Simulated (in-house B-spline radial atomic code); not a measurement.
Values are calculated unless marked as measured or tabulated.
## How size changes two electrons in a parabolic InAs dot

For InAs the NSM archive of the Ioffe Institute lists m* = 0.023 m0 and ε = 15.15. In so narrow a gap the band flattens within tens of meV, so real spacings are smaller, by up to some tenths.

Effective-mass model with parabolic bands, a uniform dielectric constant, no image charges, no central-cell or spin-orbit terms. Two-electron levels come from full CI in B-splines with partial waves to l = 5 (up to 0.001 effective hartree above the limit).

Ha* = 2.727 meV, a* = 34.86 nm.

| ħω (meV) | s-p spacing (meV) | J_ss (meV) | charging energy, CI (meV) | gap to the lowest triplet, CI (meV) | leading natural occupation |
| --- | --- | --- | --- | --- | --- |
| 31.6 | 31.6 | 7.41 | 7.21 | 29.3 | 1.997 |
| 23.1 | 23.1 | 6.33 | 6.13 | 21.1 | 1.996 |
| 16.9 | 16.9 | 5.41 | 5.21 | 15.2 | 1.995 |
| 12.4 | 12.4 | 4.63 | 4.43 | 11 | 1.993 |
| 9.05 | 9.05 | 3.96 | 3.77 | 7.88 | 1.991 |
| 6.63 | 6.63 | 3.39 | 3.2 | 5.64 | 1.988 |
| 4.83 | 4.83 | 2.89 | 2.7 | 4.01 | 1.983 |
| 3.54 | 3.54 | 2.48 | 2.29 | 2.86 | 1.978 |
| 2.59 | 2.59 | 2.12 | 1.94 | 2.02 | 1.970 |
| 1.9 | 1.9 | 1.81 | 1.63 | 1.42 | 1.961 |
| 1.39 | 1.39 | 1.55 | 1.38 | 0.998 | 1.949 |

**Question.** With what end-to-end powers of ħω do the columns change between the first and last rows?

**Answer.** Spacing +1.00, J_ss +0.50, charging energy +0.53, triplet gap +1.08. The spacing is ħω and J_ss goes as √ω, so repulsion wins in large dots and, with correlation, bends the charging energy and the triplet gap away from these laws.

**Question.** Where does repulsion overtake the orbital spacing, and what happens to the ratio of triplet gap to spacing?

**Answer.** J_ss passes the spacing between ħω = 1.9 and 1.39 meV. The ratio goes from 0.93 to 0.72, while the leading occupation goes from 1.997 to 1.949.
